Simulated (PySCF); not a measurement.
SMILES C(=C)Cc1occc1 (C₇H₈O), GFN2-xTB optimised geometry.

```
16

C     -2.93    -1.92    -2.02
C     -1.74    -2.04    -1.47
C     -1.42    -1.69    -0.05
C     -0.43    -0.58     0.00
C      0.93    -0.58     0.00
C      1.33     0.78     0.00
C      0.18     1.51     0.00
O     -0.89     0.69    -0.01
H     -3.12    -2.17    -3.05
H     -3.78    -1.57    -1.45
H     -0.90    -2.39    -2.05
H     -1.00    -2.56     0.46
H     -2.33    -1.38     0.47
H      1.58    -1.43     0.01
H      2.33     1.16     0.00
H     -0.01     2.56     0.00
```

Density from CAM-B3LYP/def2-TZVP run with PySCF 2.14.0 at that geometry.

Minimum of the electron density along straight lines between bonded atoms, close to the bond critical point (lines longer than 1.1 times the sum of covalent radii, or with two minima, are not listed):

```
bond    length / Å  ρ at the minimum / e bohr⁻³  ∇²ρ there / e bohr⁻⁵  position (fraction from the first atom)
------  ----------  ---------------------------  --------------------  ---------------------------------------
C1–C2        1.319                        0.364                 -1.15                                     0.50
C2–C3        1.503                        0.260                 -0.69                                     0.51
C3–C4        1.494                        0.265                 -0.72                                     0.48
C4–C5        1.364                        0.337                 -1.00                                     0.52
C5–C6        1.417                        0.300                 -0.84                                     0.50
C6–C7        1.359                        0.340                 -1.02                                     0.48
C4–O8        1.349                        0.295                 -0.33                                     0.34
C7–O8        1.345                        0.296                 -0.26                                     0.33
C1–H9        1.077                        0.289                 -1.04                                     0.65
C1–H10       1.078                        0.288                 -1.03                                     0.64
C2–H11       1.082                        0.288                 -1.04                                     0.65
C3–H12       1.093                        0.279                 -0.97                                     0.64
C3–H13       1.091                        0.281                 -0.98                                     0.64
C5–H14       1.071                        0.291                 -1.06                                     0.65
C6–H15       1.071                        0.292                 -1.07                                     0.65
C7–H16       1.072                        0.296                 -1.11                                     0.66
```
